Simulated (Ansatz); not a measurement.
A structure drawn as `C#[C][Al]([OH])[OH]`, with this starting geometry:

```xyz
8

C    -1.6521   -1.8114    0.0498
C    -0.8060   -1.0062    0.1550
Al    0.5683    0.3566    0.2742
O     2.1538    0.1505   -0.7730
O     0.3137    1.8715    1.2575
H    -2.4051   -2.6221    0.0479
H     1.9441    0.5702   -1.6101
H    -0.1167    2.4910    0.5986
```

Total charge 0; spin multiplicity 1.

**Question.** Relax it with Ansatz at PBE-D4/def2-SVP and then PBE0-D4/def2-TZVP. Is the drawn bonding still there?

**Answer.** Yes, every drawn bond is still there and no new one forms.

**Question.** Give the relaxed structure. (Best estimate.)

**Answer.** The calculation gave: 
```xyz
8

C    -0.2890   -1.9304   -1.4848
C    -0.2157   -0.9720   -0.7512
Al   -0.0419    0.5253    0.3966
O     1.4670    1.0783    0.9176
O    -1.4352    1.3221    0.9070
H    -0.3629   -2.7751   -2.1320
H     2.2916    0.6689    0.6620
H    -1.4139    2.0830    1.4848
```
All modes are real.

Atoms count as bonded under 1.1 times the sum of their covalent radii (H–H under 0.85 Å, pairs among N, O and F under 1.55 Å), and a drawn bond as lost past 1.3 times.
